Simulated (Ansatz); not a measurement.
ClH₄NO₂Zr (`[NH2][Zr]([OH])([OH])[Cl]`). The species carries charge 0 and has multiplicity 1. Zr: def2 effective core potential.

```xyz
9

N     1.442   -0.857   -0.119
Zr   -0.410   -0.064    0.059
O    -0.392    1.062    1.607
O    -0.816    0.792   -1.603
Cl   -2.004   -1.805    0.417
H     1.874   -1.148   -0.985
H     2.089   -1.013    0.642
H    -0.590    1.708    2.278
H    -1.195    1.325   -2.296
```

(1) What are the harmonic wavenumbers in cm⁻¹ at PBE0-D4/def2-TZVP (Ansatz, finite differences of forces, unscaled)? (An estimate is asked.)

(2) Is this a minimum?

(3) Give the ideal-gas thermochemistry at 298.15 K and 1 bar (rigid rotor, harmonic oscillator; point group Cs, symmetry number 1).

(4) And at 400, 500, 600, 800 and 1000 K?

(5) Rotational constants (cm⁻¹)?

Answers

(1) Ansatz gave: 109, 128, 152, 157, 162, 176, 219, 271, 288, 310, 378, 455, 502, 654, 719, 724, 1539, 3563, 3658, 4001, 4003.

(2) Yes, all 21 modes are real.

(3) Zero-point energy 132.6 kJ/mol; H(298) − E = 160.6 kJ/mol; entropy 400.8 J/(mol·K), of which translation 173.4, rotation 117.6, vibration 109.7; G(298) − E = 41.1 kJ/mol.

(4) 
```tsv
T (K)	H − E (kJ/mol)	S (J/mol/K)	G − E (kJ/mol)
400	175.2	443.0	-1.9
500	190.5	477.0	-48.0
600	206.3	505.8	-97.2
800	239.1	553.0	-203.2
1000	273.2	590.9	-317.8
```

(5) 0.09141, 0.057, 0.05536.
